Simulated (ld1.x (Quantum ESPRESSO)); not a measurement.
## What the settings do to the TM potential of La

Base potential:

lanthanum (La), norm-conserving Troullier–Martins (Kleinman–Bylander form), made with ld1.x (Quantum ESPRESSO) 7.5 (PBE, scalar-relativistic). Core [Kr] 4d10 5s2, reference 4f0 5p6 5d1 6s2 6p0. Waves: 6s (bound): rc 3.85 bohr; 5d (bound): rc 3.95 bohr; 4f (bound, empty): rc 0.85 bohr; 5p (bound): rc 2.45 bohr. Local part: the p channel. Core correction: Bessel-smoothed model core inside 0.80 bohr.

Cutoffs, loose and tight: the cutoffs (Ry, on a coarse ladder) from which the occupation-weighted sum of valence levels, in a spherical-Bessel basis at the reference potential, stays within 10 and 1 mRy of its value at 400 Ry. They do not see the model core or the augmentation charge, which bear on the density cutoff. Test errors are all-electron minus pseudo excitation energies from the reference, over the configurations 4f0 5p6 5d1 6s1 6p0; 4f0 5p6 5d1 6s0 6p0; 4f0 5p6 5d0 6s0 6p0; 4f0 5p6 5d1 6s1 6p1; 4f0 5p6 5d1.5 6s1.5 6p0; 4f0 5p6 5d0 6s2 6p1; 4f0 5p6 5d1 6s0 6p1. A dash means not determined; rows that change the core or the reference have their own tests. The largest error is taken over the tests solved by every variant that gives reliable tests at all: 4f0 5p6 5d0 6s0 6p0; 4f0 5p6 5d1 6s0 6p0; 4f0 5p6 5d1 6s1 6p0.

For the base: The cutoffs count occupied waves only; the empty 4f level needs 300 Ry at the loose tolerance.

A true bound ghost makes a file unfit for plane-wave use even where its test errors are small: the radial tests pick states by their node count and pass the ghost by. Where a test does run into it, the solver fails or the error is huge.

```csv
change,outcome,"cutoff, loose","cutoff, tight",bound ghosts,largest test error (meV)
base,generated,18 Ry,30 Ry,s,+64
"all radii but the core radius scaled by about 0.76 (s 2.94, p 1.88, d 3.02, f 0.64 bohr)",generated,40 Ry,55 Ry,s,-36
"all radii but the core radius scaled by about 0.84 (s 3.22, p 2.06, d 3.32, f 0.72 bohr)",generated,25 Ry,50 Ry,s,+23
"all radii but the core radius scaled by about 0.90 (s 3.48, p 2.20, d 3.56, f 0.76 bohr)",generated,25 Ry,45 Ry,s,+46
"all radii but the core radius scaled by about 1.08 (s 4.14, p 2.64, d 4.26, f 0.92 bohr)",generated,15 Ry,21 Ry,s,+74
"all radii but the core radius scaled by about 1.14 (s 4.40, p 2.80, d 4.50, f 0.96 bohr)",generated,12 Ry,21 Ry,s,+79
"all radii but the core radius scaled by about 1.20 (s 4.62, p 2.94, d 4.74, f 1.02 bohr)",generated,12 Ry,18 Ry,s,+81
"all radii but the core radius scaled by about 1.32 (s 5.06, p 3.22, d 5.20, f 1.12 bohr)",generated,12 Ry,18 Ry,s,-96
"all radii but the core radius scaled by about 1.40 (s 5.40, p 3.44, d 5.54, f 1.20 bohr)",generated,12 Ry,18 Ry,s,-137
```

Reading the sweep of the scale of all radii but the core radius (base = 1) (base included, trends over the rows without a ghost): Bound ghosts are found at 0.76, 0.84, 0.9, 1, 1.08, 1.14, 1.2, 1.32, 1.4. Every judged row has one, so this setting neither creates nor removes them.
